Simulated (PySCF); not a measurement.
Species: C₇H₁₂O.
SMILES with atom numbers: `[CH2:1]=[CH:2][C:3]1([O:4][CH3:5])[CH2:6][CH2:7][CH2:8]1` (hydrogens: H9, H10 on C1; H11 on C2; H12, H13, H14 on C5; H15, H16 on C6; H17, H18 on C7; H19, H20 on C8)

Structure used (GFN2-xTB), in Å, numbered top down from 1:
```xyz
20
C7H12O angstrom
C     -0.9027    2.2191   -0.4072
C     -0.1839    1.1692   -0.7601
C      0.1100    0.0094    0.1494
O     -0.8769   -0.1934    1.1380
C     -2.1221   -0.6303    0.6509
C      1.5196    0.1268    0.7812
C      2.0442   -0.8957   -0.2345
C      0.5985   -1.2554   -0.6036
H     -1.0745    3.0450   -1.0767
H     -1.3445    2.2857    0.5733
H      0.2737    1.1108   -1.7383
H     -2.5571    0.0855   -0.0552
H     -2.0422   -1.6057    0.1570
H     -2.7704   -0.7226    1.5207
H      1.5044   -0.2492    1.8006
H      1.9648    1.1184    0.7614
H      2.6474   -1.7055    0.1691
H      2.5827   -0.4278   -1.0562
H      0.3605   -1.3095   -1.6642
H      0.2634   -2.1642   -0.1087
```

Computed with TDDFT PBE0/def2-SVPD, vertical, gas phase, core orbitals frozen in the response in PySCF 2.14.0, density-fitted response routines.

Transition dipole moments from the ground state, in atomic units and in the frame of the coordinates above (overall signs are arbitrary), for the states with f of 0.002 or more among the lowest 6:

| state | E (eV) | μx | μy | μz |
| --- | --- | --- | --- | --- |
| S1 | 5.988 | -0.070 | 0.169 | 0.003 |
| S2 | 6.723 | -0.560 | 0.925 | 0.045 |
| S3 | 7.046 | 0.244 | -0.013 | 0.086 |
| S4 | 7.113 | -0.399 | -0.175 | -0.234 |
| S5 | 7.437 | -0.094 | -0.018 | 0.052 |
| S6 | 7.505 | 0.193 | -0.487 | 0.040 |

**Question.** Work out the oscillator strengths.

**Answer.** f = (2/3) ΔE |μ|² with ΔE in hartree (27.2114 eV).

```json
{"state": "S1", "|μ|² (au)": "0.033", "|μ| (D)": "0.46", "f": "0.005"}
{"state": "S2", "|μ|² (au)": "1.172", "|μ| (D)": "2.75", "f": "0.193"}
{"state": "S3", "|μ|² (au)": "0.067", "|μ| (D)": "0.66", "f": "0.012"}
{"state": "S4", "|μ|² (au)": "0.245", "|μ| (D)": "1.26", "f": "0.043"}
{"state": "S5", "|μ|² (au)": "0.012", "|μ| (D)": "0.28", "f": "0.002"}
{"state": "S6", "|μ|² (au)": "0.276", "|μ| (D)": "1.34", "f": "0.051"}
```

**Question.** Which bond between heavy atoms lies closest to the direction of the S2 transition dipole?

**Answer.** C1–C2, at 13° from it; next C3–C8 at 28°.

**Question.** What angle do the transition dipoles of S2 and S4 make?

**Answer.** |cos θ| = |μa·μb| / (|μa| |μb|) = 0.10, so θ ≈ 84° (taken between 0 and 90°, since the signs are arbitrary).

**Question.** What peak molar absorption coefficient would the strongest computed level give as a lone Gaussian band 0.3 eV wide at half height?

**Answer.** ε(max) = 2.175×10⁸ f / FWHM, with the width in cm⁻¹. S2: 2.175×10⁸ × 0.1931 / 2420 ≈ 17000 L mol⁻¹ cm⁻¹.

One conformer stands for the species.
